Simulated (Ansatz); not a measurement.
Job for Ansatz (a first-principles code): U-CAM-B3LYP/def2-TZVPP on F2Ru (SMILES [F][Ru][F]), 2S+1 = 5, a spin state set in the input, which need not be the lowest. Elements past Kr take the def2 small-core potentials; no spin–orbit coupling.

Ansatz 0.2 input:
```yaml
crystal:
  periodic: [false, false, false]
  atoms:
    - {symbol: Ru, position_ang: [-0.01060934, 0.01605420, -0.02313884]}
    - {symbol: F, position_ang: [-0.24055315, 1.40732573, -1.26433104]}
    - {symbol: F, position_ang: [0.21789377, -1.37610833, 1.21715025]}
basis:
  gaussian:
    orbitals: def2-TZVPP
hamiltonian:
  xc: {name: CAM-B3LYP}
magnetization: {spin_polarized: true, initial_magnetization: 4}
```

Output:

```
WARN ansatz: RAYON_NUM_THREADS=1 ignored (pool sized by the plan → 1); use --threads N
Functional definition: CAM-B3LYP
integrals: 0.04 GiB planned
669 factors; their error is unknown
integrals: 0.07 GiB planned
124 factors; integrals over basis functions are off by at most 6.0e-5 eV
mean field: 0.48 GiB planned
mean field evaluation 1: about -8014.2526 eV, gradient 2.9e1 eV
mean field evaluation 2: about -8010.8884 eV, gradient 4.7e1 eV
mean field evaluation 4: about -8016.7302 eV, gradient 1.2e0 eV
mean field evaluation 8: about -8016.7461 eV, gradient 2.1e-2 eV
mean field evaluation 16: about -8016.7761 eV, gradient 7.2e-4 eV
mean field evaluation 32: about -8016.7761 eV, gradient 1.5e-2 eV
mean field evaluation 64: about -8016.7773 eV, gradient 2.2e-2 eV
mean field -8016.77613128 eV, -294.6110888587 hartree, gradient 9.9e-6 eV, S^2 6.005984; 8 other end points of the search recorded, 0 dependent functions left out
reference -8016.77624444 eV, -294.6110930170 hartree; 19, 15 occupied and 99, 103 virtual orbitals, 669 factors
Total energy: -8016.77624444 eV, -294.6110930170 hartree
```

The run converged.

Cost: very roughly 19 core-seconds.
